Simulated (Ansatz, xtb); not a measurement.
Relative energy of two isomers of C2H4BClF2

Structure X is `FB(F)CCCl`, a singlet and structure Y is `C[C@H](Cl)B(F)F`, a singlet. Both are isolated molecules in the gas phase, relaxed with PBE0-D3(BJ)/def2-SVP; the shapes shown needn't be the lowest conformers.

X (Å):

```xyz
10

C     0.1432    2.3291   -0.2750
C     1.2538    1.9748   -1.2413
B     0.1565    1.4476    1.0226
Cl    1.1019    0.2640   -1.7604
F     1.2935    1.0876    1.5903
F    -0.9534    1.0819    1.6342
H    -0.8389    2.2657   -0.7677
H     0.2659    3.3829    0.0420
H     2.2445    2.0746   -0.7778
H     1.2288    2.5850   -2.1540
```

Y (Å):

```xyz
10

C    -0.1993   -1.6424   -0.2295
C     0.8879   -0.6729    0.2115
B     0.5664    0.8179   -0.1823
Cl    1.2079   -0.8264    1.9698
F     0.5649    1.8215    0.6621
F     0.2846    1.0893   -1.4445
H     0.0841   -2.6780    0.0056
H    -1.1512   -1.4273    0.2784
H    -0.3582   -1.5606   -1.3158
H     1.8332   -0.9405   -0.2921
```

**Question.** Estimate E(Y) − E(X) at the level CCSD(T)/def2-SVP + ΔMP2/def2-TZVPP.

**Answer.** Calculated at CCSD(T)/def2-SVP + ΔMP2/def2-TZVPP: E(Y) − E(X) = +2.9 kcal/mol, so structure X lies lower.

Level by level:

```tsv
level	geometry	E(Y) − E(X) (kcal/mol)	departure from the last row (kcal/mol)	job, with rough time for the two
GFN2-xTB	GFN2-xTB	+2.2	−0.8	optimisation, 0.23 s
HF/STO-3G	GFN2-xTB	+0.8	−2.1	single point, 0.24 s
r2SCAN-D4/def2-SVP	GFN2-xTB	+2.6	−0.4	single point, 2 s
PBE0-D3(BJ)/def2-SVP	PBE0-D3(BJ)/def2-SVP	+2.8	−0.2	optimisation, 43 s
HF/def2-SVP	PBE0-D3(BJ)/def2-SVP	+3.3	+0.4	part of the CCSD(T) run
MP2/def2-SVP	PBE0-D3(BJ)/def2-SVP	+2.7	−0.2	part of the CCSD(T) run
CCSD(T)/def2-SVP	PBE0-D3(BJ)/def2-SVP	+2.7	−0.2	single point
CCSD(T)/def2-SVP + ΔMP2/def2-TZVPP	PBE0-D3(BJ)/def2-SVP	+2.9		single point, 20 s
```

As drawn, both hold the same kinds of bond in the same numbers. Structure X has 0 methyl groups, Y 1.

The levels shown agree on the order. The largest departure from CCSD(T)/def2-SVP + ΔMP2/def2-TZVPP is that of HF/STO-3G, 2.1 kcal/mol. The last row adds to CCSD(T) the change of the MP2 difference between the two basis sets, here +0.2 kcal/mol.

With harmonic frequencies from PBE0-D3(BJ)/def2-SVP (ideal gas, rigid rotor, one conformer each, 298.15 K, 1 atm): on the last row, ΔE + ΔZPE = +2.6 kcal/mol. A mode under 50 cm⁻¹ makes harmonic enthalpies and free energies unreliable, so none is given.

The correlated steps freeze 10 core orbitals. Programs: Ansatz 0.2.0, xtb 6.7.1; the last row on 2 threads of Intel(R) Xeon(R) 6975P-C (Granite Rapids) on a shared host.
